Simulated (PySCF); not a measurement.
C₄H₉NOSi.
SMILES with atom numbers: `[CH2:1]=[N:2][C@H:3]1[CH2:4][CH2:5][SiH2:6][O:7]1` (hydrogens: H8, H9 on C1; H10 on C3; H11, H12 on C4; H13, H14 on C5; H15, H16 on Si6)

The closed-shell ground state was solved at several levels (PySCF, density fitting, gas phase, non-relativistic). One conformer (not necessarily the lowest) at the PBE0-D3(BJ)/def2-SVP geometry, without solvent, vibrations or thermal averaging.

```
            level  basis functions  total energy (Eh)  HOMO (eV)  LUMO (eV)  gap (eV)  dipole (D)
    PBE0/pcSseg-1              171          -576.8206      -7.39      -0.29      7.10        1.38
wB97X-D/def2-SVPD              219          -576.9354      -9.36       1.42     10.78        1.33
```

Question: What might mPW1PW91/pcSseg-1 (171 basis functions) give for the same quantities?

Answer: Total energy -577.2170 Eh, HOMO -7.43 eV, LUMO -0.30 eV, gap 7.13 eV, dipole 1.39 D.

Question: Over all these levels, which gives the widest orbital gap and which the narrowest?

Answer: wB97X-D/def2-SVPD (range-separated hybrid) has the widest, 10.78 eV, and PBE0/pcSseg-1 (global hybrid, 25 % exact exchange) the narrowest, 7.10 eV. Functional and basis both differ between the two, so the spread mixes both effects.

Question: How far do the dipole and the HOMO energy spread over the levels?

Answer: The dipole runs from 1.33 to 1.39 D (mean 1.37 D) and the HOMO from -9.36 to -7.39 eV.

The pairwise dispersion term of wB97X-D wasn't added to the energies; at a given geometry it leaves orbitals and properties as they are.
